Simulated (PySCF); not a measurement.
Species: C₅H₂FN₂ (doublet state).
Numbering: `[N:1]#[C:2][C:3]1=[C:4]([F:5])[CH:6]=[N:7][CH:8]1` (hydrogens: H9 on C6; H10 on C8)

Computed with UKS B3LYP, pcH-1 on C F H N, non-relativistic, mean-field spin-orbit, GIAO (PySCF 2.14.0). Isolated species at its GFN2-xTB geometry, gas phase. Couplings are sensitive to structure, and on GFN2-xTB geometries they can be far from those on DFT ones. No stability test was run, so a lower SCF solution isn't excluded.

(1) Match the computed a_iso(13C) values +49.5, +31.2, -27.0, +14.9, +2.6 MHz with the sites C2; C3; C4; C6; C8.

(2) Match the computed a_iso(1H) values -37.6, -32.0 MHz with the sites H9; H10.

Answers

(1) 
```csv
site,a_iso (MHz),ρ(0) (bohr⁻³),position,distance from C8 (Å),spin population,largest |T| (MHz)
C2,+2.6,+0.0023,2 bonds from C8,2.53,+0.01,0.5
C3,-27.0,-0.0240,1 bond from C8,1.43,-0.10,10.2
C4,+14.9,+0.0133,1 bond from C6,2.22,+0.26,50.8
C6,+31.2,+0.0278,a main spin site,2.15,+0.41,70.3
C8,+49.5,+0.0441,largest spin population,0.00,+0.53,86.5
```

(2) 
| site | a_iso (MHz) | ρ(0) (bohr⁻³) | position | distance from C8 (Å) | bound to | spin population there | largest \|T\| (MHz) |
| --- | --- | --- | --- | --- | --- | --- | --- |
| H9 | -32.0 | -0.0072 | 1 bond from C6 | 3.18 | C6 | +0.41 | 20.2 |
| H10 | -37.6 | -0.0084 | 1 bond from C8 | 1.07 | C8 | +0.53 | 23.4 |

ρ(0) is the spin density at the nucleus and T the dipolar tensor. Largest spin populations (Mulliken): C8 (+0.53), C6 (+0.41), C4 (+0.26) and C3 (-0.10). Three atoms exceed +0.15. The positive populations add up to 1.25 and the negative ones to -0.25, together 2S = 1. The angles at C8 add up to 359.9°, so it is planar. Main spin sites, with 60 % or more of the largest population: C6, C8; positions count bonds from the nearest.

β density exceeds α density at some nuclei, such as C3 (-0.0240), H10 (-0.0084) and N7 (-0.0082), spin density in bohr⁻³. In a single determinant that takes different orbitals for the two spins, that is spin polarisation.

The SMILES `N#CC1=C(F)C=N[CH]1` draws the unpaired electron on C8, whose computed spin population is only +0.53.

The run took 88 s wall (with the writing of density and orbital grids) on an Intel Xeon at 2.50 GHz with one thread, no GPU, shared host with 64 logical CPUs at a one-minute load of 62, and the process peaked at 0.78 GiB of memory.
